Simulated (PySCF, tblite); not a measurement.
Isomers of C7H10NPSi, one GFN2-xTB conformer each. Single-point energies are computed at PBE0/pcSseg-1 (PySCF, gas phase, no added dispersion term), electronic only.

Question: Rank them by PBE0/pcSseg-1 energy, lowest first (kJ/mol).
A. `[SiH3:1][c:2]1[cH:3][n:4][cH:5][p:6][c:7]1[CH:8]1[CH2:9][CH2:10]1` with P6–C7–C8–C9 -36°
B. `[CH:1]#[C:2][CH2:3][n:4]1[cH:5][p:6][c:7]([SiH3:8])[c:9]1[CH3:10]` with C2–C3–N4–C5 103°
C. `[SiH3:1][c:2]1[n:3][cH:4][cH:5][p:6][c:7]1[CH:8]1[CH2:9][CH2:10]1` with P6–C7–C8–C9 35°
D. `[SiH3]N=P12C=CC(C=C1)C=C2`

Answer: A (0.0), C (3.7), D (43.6), B (69.0).

As drawn, the lowest has a three-membered ring, which the highest lacks; the highest has a C≡C bond, which the lowest lacks. Neighbours under 10 kJ/mol apart ([SiH3]c1cncpc1C1CC1 and [SiH3]c1nccpc1C1CC1) can change places with a better method, another conformer or zero-point energy. GFN2-xTB itself gives, in the same order: 15.2, 17.5, 0.0, 72.1. GFN2-xTB puts [SiH3]N=P12C=CC(C=C1)C=C2 lowest instead; measured from each level's own lowest isomer, the values differ by up to 43.6 kJ/mol ([SiH3]N=P12C=CC(C=C1)C=C2: 0.0 against 43.6).

Q: Which frontier levels, dipoles and rotational constants go with these structures?

A: 
```json
{"SMILES": "[SiH3]c1cncpc1C1CC1", "HOMO (eV, PBE0/pcSseg-1)": "-7.03", "LUMO (eV)": "-1.84", "dipole (D)": "2.50", "A, B, C (MHz)": "1146, 1038, 572.5"}
{"SMILES": "[SiH3]c1nccpc1C1CC1", "HOMO (eV, PBE0/pcSseg-1)": "-7.04", "LUMO (eV)": "-2.06", "dipole (D)": "1.45", "A, B, C (MHz)": "1169, 1026, 574.5"}
{"SMILES": "[SiH3]N=P12C=CC(C=C1)C=C2", "HOMO (eV, PBE0/pcSseg-1)": "-6.72", "LUMO (eV)": "-1.26", "dipole (D)": "5.09", "A, B, C (MHz)": "2405, 692.5, 682.8"}
{"SMILES": "C#CCn1cpc([SiH3])c1C", "HOMO (eV, PBE0/pcSseg-1)": "-6.27", "LUMO (eV)": "-0.30", "dipole (D)": "4.19", "A, B, C (MHz)": "1635, 674.3, 533.7"}
```

Q: What happens when harmonic zero-point energies from GFN2-xTB frequencies are added?

A: 
| SMILES | ZPE (kJ/mol) | electronic (kJ/mol) | with ZPE (kJ/mol) |
| --- | --- | --- | --- |
| [SiH3]c1cncpc1C1CC1 | 381.3 | 0.0 | 0.0 |
| [SiH3]c1nccpc1C1CC1 | 380.2 | 3.7 | 2.7 |
| [SiH3]N=P12C=CC(C=C1)C=C2 | 375.4 | 43.6 | 37.7 |
| C#CCn1cpc([SiH3])c1C | 375.1 | 69.0 | 62.8 |

The zero-point energies span 6.2 kJ/mol. The order is unchanged.

Q: As an exercise, what shares would exp(−E/RT) give at 298.15 K from these electronic energies alone (no entropy, no degeneracies)?

A: RT = 2.479 kJ/mol: [SiH3]c1cncpc1C1CC1 81.7 %, [SiH3]c1nccpc1C1CC1 18.3 %, [SiH3]N=P12C=CC(C=C1)C=C2 under 0.1 %, C#CCn1cpc([SiH3])c1C under 0.1 %.
